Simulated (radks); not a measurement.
Pb0.5+, 81.5 electrons, occupied as [Hg] 6p(up 1.5, down 0) (fractional occupations, a model configuration). Method: scalar-relativistic Kohn-Sham, r2SCAN, spin-polarised, spherical densities, finite nucleus; meta-GGA in the generalised Kohn-Sham scheme; Fermi nuclear charge, rms radius 5.5012 fm; computed with a radial shooting solver on a logarithmic mesh with Libxc functionals.

Normalised radial functions P(r) = r R(r), r in bohr:

```
   r/bohr * 5p down, o 5d up, + 5d down (the largest magnitude, 1.13, reaches the edge; | marks zero, & curves that meet)
0.0006125                             &
0.0008368                             &
 0.001134                             &
 0.001549                             &
   0.0021                             &
 0.002869                             &
 0.003919                             &*
 0.005312                             &*
 0.007256                             & *
 0.009834                             &  *
  0.01344                             &   *
  0.01835                             |&   *
  0.02488                             |&     *
  0.03398                             | &     *
  0.04606                             |   & *
  0.06292                             | *   &
  0.08596                        *    |       &
   0.1165                   *         |       &
   0.1592                     *       |  &
   0.2157                         &   |  *
   0.2947                  &          |              *
   0.4026                    &        |          *
   0.5456                     *       | &
   0.7454   *                         |               &
     1.01  *                          |                      &
     1.38             *               |                    &
    1.885                       *     |            &
    2.555                            *|     &
    3.491                             * &
    4.731                             &
    6.463                             &
     8.83                             &
```

5p down: eigenvalue -91.642 eV, 3 radial nodes at r = 0.0693, 0.200, 0.485 bohr, <r> = 0.979 bohr, 90 % of the charge inside 1.41 bohr. 5d up: eigenvalue -25.471 eV, 2 radial nodes at r = 0.183, 0.523 bohr, <r> = 1.31 bohr, 90 % of the charge inside 1.99 bohr. 5d down: eigenvalue -25.338 eV, 2 radial nodes at r = 0.183, 0.523 bohr, <r> = 1.30 bohr, 90 % of the charge inside 1.96 bohr.
